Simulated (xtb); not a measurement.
In(NHMe)(OH)2 (CH6InNO2), SMILES [OH][In]([OH])[NH]C. All values are semi-empirical tight-binding results from xtb (GFN2-xTB unless named), good for trends rather than for accurate numbers. The structure is a stationary point at GFN2-xTB. The structure was generated by enumeration; whether it is a known compound was not checked. The values are those of a single conformer.

For metal compounds this method's bond lengths and energies can be far off.

Problem. Estimate the properties. (An estimate is asked for; the answer gives what the named calculation found.)

Solution. 
| Quantity | Result |
|---|---|
| orbital gap | 2.30 eV |
| zero-point energy | 46.9 kcal/mol |
| G − E(el) at 298.15 K (modified RRHO) | 25.0 kcal/mol |
